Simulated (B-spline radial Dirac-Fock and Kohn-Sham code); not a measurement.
# Lu²⁷⁺: scattering cross sections and density moments

System: lutetium as Lu²⁷⁺, 1s2 2s2 2p6 3s2 3p6 3d10 4s2 4p6 4d8.

Level of theory: configuration-average Dirac-Fock orbitals; a B-spline atomic structure program.

| Quantity | Value |
| --- | --- |
| Sum of ⟨r⟩ | 11.71 bohr |
| Sum of ⟨r²⟩ | 4.866 bohr² |
| Sum of ⟨1/r⟩ | 476.60 per bohr |
| Langevin diamagnetic susceptibility | -3.85 × 10⁻⁶ cm³/mol |
| Lamb shielding (α²/3)Σ⟨1/r⟩ | 8460 ppm |

Coherent scattering is the Thomson cross section weighted by f₀², without anomalous dispersion; incoherent scattering is Klein-Nishina weighted by S. The Lamb formula is the non-relativistic shielding expression. Electron correlation is left out.

| hν (keV) | coherent (b) | incoherent (b) | incoherent per electron (b) |
| --- | --- | --- | --- |
| 8.0478 | 956.7 | 3.065 | 0.0696 |
| 10 | 840.7 | 4.168 | 0.0947 |
| 17.4793 | 515.4 | 7.910 | 0.180 |
| 30 | 279.5 | 12.03 | 0.273 |
| 50 | 135.0 | 15.18 | 0.345 |
| 100 | 44.94 | 17.16 | 0.390 |
| 200 | 13.26 | 16.10 | 0.366 |
| 500 | 2.402 | 12.31 | 0.280 |

Incoherent scattering overtakes coherent scattering between 100 and 200 keV.

Values without a named source are computed, but for edge energies of neutral atoms, which are taken from tables.
